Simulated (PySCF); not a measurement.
**C22H14: A ladder of levels**

System: C22H14 (polycyclic quinone and quinodimethane), SMILES C=c1ccc2cccc3c4c(=C)ccc5cccc(c1c23)c54.

All runs: gas phase, vertical, PySCF SCF with an in-house response code, density fitting, core orbitals frozen in the response. The brightest state is taken among those sought (5 to 8). Bases without diffuse functions give polarisabilities too low.

Cheaper levels gave:

```json
{"level": "PBE0/def2-SVP", "response": "TDDFT", "geometry": "GFN2-xTB", "HOMO / eV": "-5.06", "LUMO / eV": "-2.51", "S1 / eV": "2.30", "f(S1)": "0.235", "brightest / eV": "2.30", "polarisability / bohr³": "271", "ΔSCF IP / eV": "", "rough CPU minutes (shared hosts, mixed chips)": "1"}
```

Question: What do these better levels give?

```csv
level,response,geometry
wB97X-D/def2-SVPD,TDDFT,PBE0-D3(BJ)/def2-SVP
PBE0/def2-TZVP,TDA,PBE0-D3(BJ)/def2-SVP
```

Answer: 
```
            level  response              geometry  HOMO / eV  LUMO / eV  S1 / eV  f(S1)  brightest / eV  polarisability / bohr³  ΔSCF IP / eV  rough CPU minutes (shared hosts, mixed chips)
wB97X-D/def2-SVPD     TDDFT  PBE0-D3(BJ)/def2-SVP      -6.56      -1.18     2.47  0.297            2.47                     295          6.39                                             10
   PBE0/def2-TZVP       TDA  PBE0-D3(BJ)/def2-SVP      -5.13      -2.57     2.54  0.381            2.54                     296                                                            6
```
